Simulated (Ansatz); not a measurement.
`[NH2][Hf]([OH])([F])[Cl]` and `[NH2][Ti]([OH])([F])[Cl]` differ in one element.

Ansatz, PBE0-D4/def2-TZVP geometries, multiplicity 1. Each molecule was computed in one conformer, which needn't be the lowest.

Elements past krypton have def2 core potentials. Scalar relativity is left out up to krypton.

```
                                          property  `[NH2][Hf]([OH])([F])[Cl]`
  size of the dipole moment (B3LYP/def2-TZVPP) / D                        3.08
               HOMO energy (B3LYP/def2-TZVPP) / eV                       -7.55
           HOMO–LUMO gap (ωB97M-V/def2-TZVPP) / eV                       11.03
size of the dipole moment (ωB97M-V/def2-TZVPP) / D                        3.08
              HOMO–LUMO gap (PBE0/def2-TZVPP) / eV                        7.47
    size of the dipole moment (PBE/def2-TZVPP) / D                        3.07
```

(1) What does the change do to each property? (Best estimate.)

## Answers

(1) The calculation gave: 
```
                                          property  `[NH2][Ti]([OH])([F])[Cl]`  shift
  size of the dipole moment (B3LYP/def2-TZVPP) / D                        2.81  -0.27
               HOMO energy (B3LYP/def2-TZVPP) / eV                       -7.85  -0.30
           HOMO–LUMO gap (ωB97M-V/def2-TZVPP) / eV                       10.47  -0.56
size of the dipole moment (ωB97M-V/def2-TZVPP) / D                        2.85  -0.23
              HOMO–LUMO gap (PBE0/def2-TZVPP) / eV                        5.91  -1.56
    size of the dipole moment (PBE/def2-TZVPP) / D                        2.79  -0.28
```

With PBE0 the HOMO falls by 0.29 eV and the LUMO falls by 1.85 eV, so the gap narrows by about 1.56 eV. PBE moves the HOMO by -0.30 eV and ωB97M-V by -0.24 eV. Dipoles are sizes alone; their direction can turn.

B3LYP here is the variant with VWN-RPA as its local correlation; programs differ in this.
